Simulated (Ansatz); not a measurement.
Born–Oppenheimer molecular dynamics of FH$_{4}$HfNO$_{2}$ (9 atoms, charge 0, multiplicity 1). It starts from a relaxed structure.

Computed with RHF/def2-mTZVP in Ansatz 0.2.0.

* ensemble: NVT, Langevin thermostat
* time step: 0.5 fs
* steps asked: 250
* set temperature: 700 K
* friction: 0.005 /fs
* seed: 419638

First frame:

```xyz
9
Properties=species:S:1:pos:R:3
Hf -0.082 -0.121 -0.065
O -0.147 -0.439 1.853
H -0.403 -0.114 2.698
N 1.886 0.027 -0.627
H 2.662 -0.407 -0.168
H 2.234 0.560 -1.399
O -0.976 1.508 -0.640
H -1.737 1.860 -1.067
F -0.935 -1.626 -0.928
```

Q: How far do the bonds stretch over the last three quarters of this one trajectory? (Pairs bonded in most of those frames.)

A: 
| bond | mean (Å) | spread (Å) | shortest | longest |
| --- | --- | --- | --- | --- |
| Hf1–O2 | 1.959 | 0.030 | 1.91 | 2.00 |
| Hf1–N4 | 2.039 | 0.065 | 1.94 | 2.15 |
| Hf1–O7 | 1.972 | 0.042 | 1.88 | 2.05 |
| Hf1–F9 | 1.937 | 0.064 | 1.83 | 2.03 |
| O2–H3 | 0.944 | 0.024 | 0.90 | 0.98 |
| N4–H5 | 1.008 | 0.040 | 0.94 | 1.07 |
| N4–H6 | 1.004 | 0.031 | 0.94 | 1.08 |
| O7–H8 | 0.946 | 0.030 | 0.89 | 1.00 |

Pairs bonded in part of these frames only: Hf1–H6 7 %.

Mean temperature of the second half: 618 K. The mean temperature of the second half is 12 % below the set value. A run of 0.12 ps of so small a system gives no equilibrium averages.

Time of the run: 5.6 min on 4 threads of Arm Neoverse V1, on a shared host, peak memory 0.33 GiB.
